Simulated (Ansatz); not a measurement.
Correlation energies of C₂H₂AlF₅O (`[F][Al]([F])[O]CC(F)(F)F`) by basis set

```xyz
11

F     0.3523    2.0552    2.1029
Al    0.4055    0.4916    1.6215
F     0.0889   -0.6795    2.7263
O     1.3096    0.0897    0.2142
C     0.6387   -0.5607   -0.8013
C    -0.7632    0.0118   -0.9209
F    -1.6551   -0.7985   -1.4420
F    -1.2079    0.2652    0.4154
F    -0.8323    1.1806   -1.5201
H     1.1320   -0.4156   -1.7688
H     0.5314   -1.6400   -0.6273
```

Total charge 0; spin multiplicity 1. All single points use the PBE0-D4/def2-TZVP geometry. It is one conformer, not always the lowest. Frozen core, restricted reference, Ansatz. CBS rows extrapolate triple and quadruple zeta; past MP2 they add the triple-zeta difference.

| basis | HF (Eh) | MP2 corr. | CCSD corr. | (T) | CCSD(T) total |
| --- | --- | --- | --- | --- | --- |
| def2-SVP | -890.50349 | -1.42374 | -1.45112 | -0.02881 | -891.98342 |
| def2-TZVPP | -891.40454 | -1.86849 | -1.87957 | -0.06104 | -893.34515 |
| def2-QZVPP | -891.44253 | -2.03686 | – | – | – |
| CBS(def2) | -891.44776 | -2.16158 | -2.17265 | as TZ | -893.68145 |
